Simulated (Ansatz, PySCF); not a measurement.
Molecule: Al2H4 (charge 0, singlet). 
Geometry from a B3LYP-D3(BJ)/def2-TZVP (Ansatz, an electronic-structure program) optimisation:
SMILES: [AlH2][AlH2]
```xyz
6

Al    -0.0012    -0.0150     1.2942
Al     0.0012     0.0150    -1.2942
H      1.3472    -0.0315     2.1375
H     -1.3512    -0.0180     2.1352
H      0.0088     1.3738    -2.1207
H     -0.0047    -1.3244    -2.1520
```
Charge 0, spin multiplicity 1.

Quantity: vertical ionisation energy (to the doublet state of charge +1; each state is the SCF solution reached for its spin; the molecule has degenerate orbitals, so one determinant may break the symmetry), in eV. Cores are frozen in the correlated levels unless marked. UHF or UKS for open shells. Spin-orbit coupling is left out. Non-relativistic. CBS marks a two-point X^-3 extrapolation of the correlation energy; Hartree-Fock from the larger set. [CCSD(T)-MP2]/basis is that difference in the basis named.

| level | program | vertical ionisation energy (eV) | minus last row |
|---|---|---|---|
| HF/def2-SVPD | Ansatz | 8.40 | -0.80 |
| HF/aug-cc-pV(T+d)Z | Ansatz | 8.32 | -0.88 |
| HF/def2-QZVPPD | Ansatz | 8.32 | -0.88 |
| SVWN5/def2-TZVPD | Ansatz | 8.88 | -0.32 |
| PBE/def2-TZVPD | Ansatz | 8.79 | -0.41 |
| r2SCAN/def2-TZVPD | Ansatz | 8.86 | -0.34 |
| B3LYP/def2-TZVPD | Ansatz | 8.97 | -0.23 |
| M06-2X/def2-TZVPD | PySCF | 9.01 | -0.19 |
| wB97M-V/def2-TZVPD | Ansatz | 9.08 | -0.12 |
| wB97X-V/def2-TZVPD | Ansatz | 9.09 | -0.11 |
| B2PLYP/def2-TZVPD | Ansatz | 8.97 | -0.23 |
| MP2/def2-TZVPPD | Ansatz | 9.04 | -0.16 |
| RI-MP2/aug-cc-pV(Q+d)Z | Ansatz | 9.11 | -0.09 |
| RI-MP2/CBS(aug-cc-pV(T+d)Z,aug-cc-pV(Q+d)Z) | Ansatz | 9.14 | -0.06 |
| SCS-MP2/def2-SVPD | Ansatz | 8.98 | -0.22 |
| CCSD/def2-SVPD | Ansatz | 8.99 | -0.21 |
| CCSD/aug-cc-pV(T+d)Z | Ansatz | 9.10 | -0.10 |
| CCSD/def2-TZVPPD | Ansatz | 9.09 | -0.11 |
| CCSD(T)/aug-cc-pV(D+d)Z | Ansatz | 9.01 | -0.19 |
| CCSD(T)/def2-TZVPPD | Ansatz | 9.11 | -0.09 |
| RI-MP2/CBS(aug-cc-pV(T+d)Z,aug-cc-pV(Q+d)Z)+[CCSD(T)-MP2]/aug-cc-pV(T+d)Z | Ansatz | 9.20 | 0.00 |

For comparison, minus the highest occupied orbital energy (PySCF): 5.95 eV at M06-L/def2-TZVPD, 6.46 eV at TPSSh/def2-TZVPD, 6.96 eV at PW6B95/def2-TZVPD.
